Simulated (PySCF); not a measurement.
Molfile (atoms numbered from 1):
```
C5H10Cl2
     RDKit          3D

 17 16  0  0  0  0  0  0  0  0999 V2000
    1.8323   -1.0406    0.1325 C   0  0  0  0  0  0  0  0  0  0  0  0
    1.0314    0.2528    0.2285 C   0  0  0  0  0  0  0  0  0  0  0  0
   -0.3588    0.1710   -0.4166 C   0  0  2  0  0  0  0  0  0  0  0  0
   -0.9933    1.5571   -0.5039 C   0  0  0  0  0  0  0  0  0  0  0  0
   -1.2553   -0.8052    0.3386 C   0  0  0  0  0  0  0  0  0  0  0  0
   -2.7969   -1.0512   -0.5218 Cl  0  0  0  0  0  0  0  0  0  0  0  0
   -1.6059   -0.2497    1.9899 Cl  0  0  0  0  0  0  0  0  0  0  0  0
    1.8746   -1.3899   -0.8967 H   0  0  0  0  0  0  0  0  0  0  0  0
    1.4008   -1.8256    0.7476 H   0  0  0  0  0  0  0  0  0  0  0  0
    2.8491   -0.8706    0.4775 H   0  0  0  0  0  0  0  0  0  0  0  0
    1.5837    1.0445   -0.2808 H   0  0  0  0  0  0  0  0  0  0  0  0
    0.9253    0.5430    1.2747 H   0  0  0  0  0  0  0  0  0  0  0  0
   -0.2516   -0.2344   -1.4295 H   0  0  0  0  0  0  0  0  0  0  0  0
   -1.0722    1.9985    0.4863 H   0  0  0  0  0  0  0  0  0  0  0  0
   -0.3847    2.2073   -1.1267 H   0  0  0  0  0  0  0  0  0  0  0  0
   -1.9876    1.4964   -0.9387 H   0  0  0  0  0  0  0  0  0  0  0  0
   -0.7980   -1.7913    0.4291 H   0  0  0  0  0  0  0  0  0  0  0  0
  1  2  1  0
  2  3  1  0
  3  4  1  0
  3  5  1  0
  5  6  1  0
  5  7  1  0
  1  8  1  0
  1  9  1  0
  1 10  1  0
  2 11  1  0
  2 12  1  0
  3 13  1  6
  4 14  1  0
  4 15  1  0
  4 16  1  0
  5 17  1  0
M  END
```

Geometry: GFN2-xTB; GIAO shifts from PySCF 2.14.0 with density-fitted response routines, gas phase, non-relativistic, averaged over equivalent atoms.

At PBE0/cc-pVDZ (156 basis functions, 18 s wall time on 1 thread of an Arm Neoverse V2, shared host):
```tsv
atoms	δ (ppm)
C5	90.2
C3	50.4
C2	30.6
C4	16.5
C1	13.7
H17	6.05
H13	1.81
H12	1.55
H11	1.37
H14/H15/H16	1.18
H8/H9/H10	0.88
```

Scale: ¹³C (σref 199.12) and ¹H (σref 31.75) vs TMS (reference shieldings calculated alike).

Task: Estimate the result of repeating the calculation with HCTH407/ANO-RCC-VDZP.

Result: 
```json
{"atoms": "C5", "δ at HCTH407/ANO-RCC-VDZP": "95.2", "change": "+5.0"}
{"atoms": "C3", "δ at HCTH407/ANO-RCC-VDZP": "52.3", "change": "+1.9"}
{"atoms": "C2", "δ at HCTH407/ANO-RCC-VDZP": "32.4", "change": "+1.8"}
{"atoms": "C4", "δ at HCTH407/ANO-RCC-VDZP": "15.8", "change": "-0.7"}
{"atoms": "C1", "δ at HCTH407/ANO-RCC-VDZP": "13.1", "change": "-0.6"}
{"atoms": "H17", "δ at HCTH407/ANO-RCC-VDZP": "6.60", "change": "+0.55"}
{"atoms": "H13", "δ at HCTH407/ANO-RCC-VDZP": "2.01", "change": "+0.20"}
{"atoms": "H12", "δ at HCTH407/ANO-RCC-VDZP": "1.72", "change": "+0.17"}
{"atoms": "H11", "δ at HCTH407/ANO-RCC-VDZP": "1.48", "change": "+0.11"}
{"atoms": "H14/H15/H16", "δ at HCTH407/ANO-RCC-VDZP": "1.27", "change": "+0.09"}
{"atoms": "H8/H9/H10", "δ at HCTH407/ANO-RCC-VDZP": "0.91", "change": "+0.03"}
```

δ = σ(ref) − σ, references computed at the same level: ¹³C (σ = 186.31 ppm), ¹H (σ = 31.72 ppm) against TMS.

The largest change is at C5 (sp3 CH bonded to 2 Cl). Cost: 156 basis functions, 85 s wall time on 1 thread of an Arm Neoverse V2, shared host. The order of the carbon signals is the same at both levels.

Carbons that carry Cl, above all several Cl atoms, come out too deshielded, partly because spin–orbit coupling is missing.
